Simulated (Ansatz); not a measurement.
Geometry optimisation, Ansatz 0.2.0, RKS B3LYP-D4/def2-SVP.

Input file:

```yaml
crystal:
  periodic: [false, false, false]
  atoms:
    - { symbol: Ta, position_ang: [-0.246248, 0.068928, 0.234675] }
    - { symbol: F, position_ang: [1.577736, 0.676573, 0.319296] }
    - { symbol: "N", position_ang: [-0.002579, -0.114278, 2.202502] }
    - { symbol: H, position_ang: [-0.650594, -0.59292, 2.822612] }
    - { symbol: H, position_ang: [0.86783, 0.114493, 2.676359] }
    - { symbol: F, position_ang: [0.278765, -0.907212, -1.322117] }
    - { symbol: O, position_ang: [-1.063283, 1.713886, -0.208391] }
    - { symbol: H, position_ang: [-1.381995, 2.494744, 0.257256] }
    - { symbol: O, position_ang: [-1.794814, -1.032167, 0.411343] }
    - { symbol: H, position_ang: [-2.202158, -1.90051, 0.451139] }
    - { symbol: H, position_ang: [1.892669, -1.994524, 0.683941] }
    - { symbol: H, position_ang: [2.18257, -1.347113, 0.577085] }
basis:
  gaussian: { orbitals: def2-SVP }
hamiltonian:
  xc: b3lyp
  dispersion: d4
relax:
  f_tol: 0.03
  max_steps: 50
```

Launched with:

```bash
$ ansatz run input.yaml --threads 4 --pin off --max-ram 5120MiB --backend cpu --events-out ev --progress --plain --runs-dir out
```

**Question.** Where does it end, and by what steps?

**Answer.** The forces met the threshold. The force dipped under the threshold on the way, but the program's further checks kept it going. After 47 steps the energy has fallen by 0.198 eV; H11 moved furthest, 2.17 Å.

| step | energy less start (eV) | largest force component (eV/Å) | accepted |
| --- | --- | --- | --- |
| 0 | 0.0000 | 1.680 | yes |
| 2 | -0.1235 | 0.070 | yes |
| 4 | -0.1375 | 0.093 | yes |
| 6 | -0.1423 | 0.137 | yes |
| 8 | -0.1457 | 0.328 | yes |
| 10 | -0.1515 | 0.333 | yes |
| 12 | -0.1546 | 0.154 | yes |
| 14 | -0.1549 | 0.999 | no |
| 16 | -0.1661 | 0.274 | yes |
| 18 | -0.1705 | 0.366 | yes |
| 20 | -0.1767 | 0.288 | yes |
| 22 | -0.1778 | 0.168 | no |
| 24 | -0.1842 | 0.148 | yes |
| 26 | -0.1847 | 0.224 | no |
| 28 | -0.1875 | 0.038 | yes |
| 30 | -0.1888 | 0.071 | yes |
| 32 | -0.1897 | 0.040 | yes |
| 34 | -0.1907 | 0.067 | yes |
| 36 | -0.1916 | 0.018 | yes |
| 38 | -0.1922 | 0.032 | yes |
| 40 | -0.1931 | 0.112 | yes |
| 42 | -0.1956 | 0.135 | yes |
| 44 | -0.1973 | 0.111 | yes |
| 46 | -0.1978 | 0.042 | no |
| 47 | -0.1981 | 0.018 | yes |

```xyz
12
Properties=species:S:1:pos:R:3
Ta -0.698 -0.176 0.147
F 1.164 0.121 -0.233
N -0.045 -0.798 1.907
H -0.628 -1.141 2.665
H 0.940 -0.789 2.159
F -0.732 -1.377 -1.326
O -0.976 1.709 -0.070
H -0.281 2.374 -0.155
O -2.490 -0.529 0.625
H -3.400 -0.736 0.841
H 3.538 -0.868 1.542
H 3.066 -0.609 1.003
```

Run time: 100 s on 4 threads of Intel(R) Xeon(R) Platinum 8488C (Sapphire Rapids), with other jobs on the host, peak memory 0.39 GiB.
